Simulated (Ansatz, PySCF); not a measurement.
Species: Si (charge 0, triplet).

Wanted: electron affinity to the quartet, in eV. Terms: six Cartesian d functions in 6-31G* and its kin unless marked 5d; open shells spin-unrestricted; spin-orbit terms left out; non-relativistic; each state is the SCF solution reached for its charge and spin. Anions need diffuse functions, which STO-3G, LANL2DZ, def2-SVP, cc-pVDZ and Pople sets without + lack.

```
species             coefficient  E at B3LYP/6-31G* (Ansatz), Eh  E at M06-2X/def2-TZVPD (PySCF), Eh
------------------  -----------  ------------------------------  ----------------------------------
charge -1, quartet           -1                      -289.40652                          -289.38970
charge 0, triplet            +1                      -289.37173                          -289.34926
```

Measured values: pymatgen's periodic table; they hold spin-orbit and core effects.  Value to compare with, the measured value: 1.39 eV. 1 Eh = 27.2114 eV.

Task: Work the quantity out at each level, and compare with the measured value.

Result: 
- B3LYP/6-31G*: the sum of coefficient times E is 0.03479 Eh, or 0.947 eV. Result: 0.95 eV. Its error against the measured value is -0.44 eV.
- M06-2X/def2-TZVPD: the sum of coefficient times E is 0.04044 Eh, or 1.100 eV. Result: 1.10 eV. Its error against the measured value is -0.29 eV.

Ansatz is a quantum-chemistry and plane-wave program.
